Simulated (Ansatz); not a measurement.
Method: frozen-core CCSD(T)/cc-pVDZ // B3LYP-D3(BJ)/def2-SVP in Ansatz (a quantum-chemistry and plane-wave program).

Ansatz 0.2 input:
```yaml
crystal:
  periodic: [false, false, false]
  atoms:
    - { symbol: F, position_ang: [3.4209, 0.450124, 0.940238] }
    - { symbol: C, position_ang: [2.925308, -0.188164, -0.12112] }
    - { symbol: F, position_ang: [3.370898, -1.436437, -0.135803] }
    - { symbol: F, position_ang: [3.327326, 0.44212, -1.225948] }
    - { symbol: C, position_ang: [1.403375, -0.143793, -0.0566] }
    - { symbol: C, position_ang: [0.634715, -1.28587, -0.042949] }
    - { symbol: C, position_ang: [-0.772051, -1.156139, 0.012934] }
    - { symbol: C, position_ang: [-1.403375, 0.14379, 0.056599] }
    - { symbol: C, position_ang: [-2.925308, 0.188167, 0.121129] }
    - { symbol: F, position_ang: [-3.420914, -0.450172, -0.940193] }
    - { symbol: F, position_ang: [-3.327316, -0.442062, 1.225991] }
    - { symbol: F, position_ang: [-3.370894, 1.436441, 0.135758] }
    - { symbol: C, position_ang: [-0.634714, 1.285866, 0.042944] }
    - { symbol: C, position_ang: [0.772052, 1.156135, -0.012934] }
    - { symbol: H, position_ang: [1.09722, -2.273791, -0.075894] }
    - { symbol: H, position_ang: [-1.401425, -2.051367, 0.022065] }
    - { symbol: H, position_ang: [-1.097218, 2.273787, 0.07587] }
    - { symbol: H, position_ang: [1.401427, 2.051362, -0.022081] }
basis:
  gaussian: { orbitals: cc-pVDZ }
correlation:
  method: ccsd_t
total_charge: 1
magnetization:
  spin_polarized: true
  initial_magnetization: 1
```

Output:

```
Functional definition: HF
1998 factors; integrals over basis functions are off by at most 1.1e-3 eV
mean field evaluation 1: about -24525.9190 eV, gradient 4.7e1 eV
mean field evaluation 2: about -24526.5181 eV, gradient 4.7e1 eV
mean field evaluation 4: about -24535.4905 eV, gradient 4.3e0 eV
mean field evaluation 8: about -24535.6939 eV, gradient 3.0e-1 eV
mean field evaluation 16: about -24535.6971 eV, gradient 2.7e-6 eV
mean field evaluation 32: about -24535.6967 eV, gradient 1.7e-2 eV
mean field evaluation 64: about -24535.6718 eV, gradient 3.9e-1 eV
mean field evaluation 96: about -24535.6954 eV, gradient 8.6e-2 eV
mean field evaluation 128: about -24535.0729 eV, gradient 2.6e-1 eV
mean field evaluation 160: about -24535.1392 eV, gradient 3.4e-1 eV
mean field evaluation 192: about -24535.1083 eV, gradient 2.5e-1 eV
mean field evaluation 224: about -24535.0083 eV, gradient 1.9e-1 eV
mean field -24535.69705947 eV, -901.6702360428 hartree, gradient 6.5e-6 eV, S^2 0.826476; 7 other end points of the search recorded, 0 dependent functions left out
determinant -24535.69705947 eV, -901.6702360428 hartree, with singles and doubles -24594.09365582 eV, -903.8162713759 hartree
determinant -24534.99900988 eV, -901.6445831934 hartree, with singles and doubles -24593.52582143 eV, -903.7954038470 hartree
14 core orbitals not correlated
reference -24535.69705947 eV, -901.6702360428 hartree; 39, 38 occupied and 163, 164 virtual orbitals, 1998 factors
second order -56.88305600 eV of doubles, -0.00000000 eV of singles
cycle   1  -58.39733760 eV  change   -7.4e-4 eV  update   2.9e-3
cycle   2  -58.39670350 eV  change    6.3e-4 eV  update   2.5e-3
cycle   3  -58.39516087 eV  change    1.5e-3 eV  update   2.0e-3
cycle   4  -58.39745327 eV  change   -2.3e-3 eV  update   1.7e-3
cycle   5  -58.40323438 eV  change   -5.8e-3 eV  update   1.4e-3
cycle   6  -58.40007990 eV  change    3.2e-3 eV  update   8.1e-4
cycle   7  -58.39882831 eV  change    1.3e-3 eV  update   3.5e-4
cycle   8  -58.39878617 eV  change    4.2e-5 eV  update   1.4e-4
cycle   9  -58.39868986 eV  change    9.6e-5 eV  update   7.3e-5
cycle  10  -58.39873158 eV  change   -4.2e-5 eV  update   3.5e-5
cycle  11  -58.39880452 eV  change   -7.3e-5 eV  update   1.1e-5
perturbative correction -1.79766771 eV, -0.0660630699 hartree
Total energy: -24595.89353171 eV, -903.8824155948 hartree
```

Cost: roughly 2.5 core-hours.
